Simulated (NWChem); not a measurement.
C₂H₆Se; SMILES [SeH]CC

```xyz
9

Se    -0.0389    -0.8079     0.0566
H     -0.8335    -0.7224    -1.1801
C      0.6491     1.0235    -0.0558
C     -0.4083     2.1015     0.0641
H      1.2245     1.1133    -0.9885
H      1.3721     1.0781     0.7726
H     -0.9722     2.0064     1.0038
H     -1.1308     2.0502    -0.7651
H      0.0561     3.1015     0.0403
```
Atoms are numbered in this order, from 1.

All runs: NWChem. Coordinates come from a PBE0/def2-SVP optimisation. Level: PBE0/aug-cc-pVDZ; rows give the wavelength of the field.

```csv
field,isotropic polarisability (bohr³),anisotropy (bohr³)
static,56.5,17.0
1065 nm,[?],17.3
589 nm,58.5,18.1
```

Question: Complete the blanks.

Answer: 
- 1065 nm, isotropic polarisability (bohr³): 57.0
